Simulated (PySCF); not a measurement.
## Structure from NMR data

An unknown has the formula CH₁₁NSi₃. Its calculated NMR data are:

¹H NMR (300 MHz, computed): δ 5.19 (q, 2H), 4.65 (s, 3H), 3.36 (t, 3H), 2.78 (s, 3H).

¹³C{¹H} NMR (computed): δ 38.4.

Calculated, not measured (PySCF 2.14): GFN2-xTB structure, shielding tensors at PBE0/pcSseg-1 (GIAO). No relativistic terms, equivalent nuclei averaged, isolated molecule, one conformer.

Chemical shifts δ = σref − σ; ¹H (σref 31.72) and ¹³C (σref 186.93) vs TMS, all at this level.

Which candidate is it?
A. C[SiH2]N([SiH3])[SiH3]
B. C[Si](N)([SiH3])[SiH3]
C. CN([SiH3])[SiH2][SiH3]
D. C[SiH2][Si@@H](N)[SiH3]

## Answers

C. 

1. Rings plus π bonds: 0.
2. Carbon types of the structure: 1 × CH3, leaving 8 H on heteroatoms.
3. δC 38.4: methyl carbon bonded to N; pulled downfield by the heteroatom.
4. δH 5.19: hydrogen on a silicon bonded to N, Si.
5. δH 4.65: hydrogen on a silicon bonded to N.
6. δH 3.36: hydrogen on a silicon bonded to Si.
7. δH 2.78: hydrogen on a methyl carbon bonded to N; its carbon carries N, which withdraws density.

The others: C[Si](N)([SiH3])[SiH3] would give 2 signals for carbon-bound and other non-exchanging H, not 4; C[SiH2][Si@@H](N)[SiH3] would give 5 signals for carbon-bound and other non-exchanging H, not 4; C[SiH2]N([SiH3])[SiH3] would give 3 signals for carbon-bound and other non-exchanging H, not 4.

Shifts are as computed. Against solution values, carbons near 30 ppm lie about +3 ppm off and those near 130 ppm about +5 ppm. Of 1309 compounds with measured shifts, 239 miss one by over three times the rms of a fit or turn the order of signals round; such compounds aren't used in these exercises. Multiplicities follow the n + 1 count of equivalent neighbours, as no J values were calculated; m marks all less simple cases, F and P coupling included.
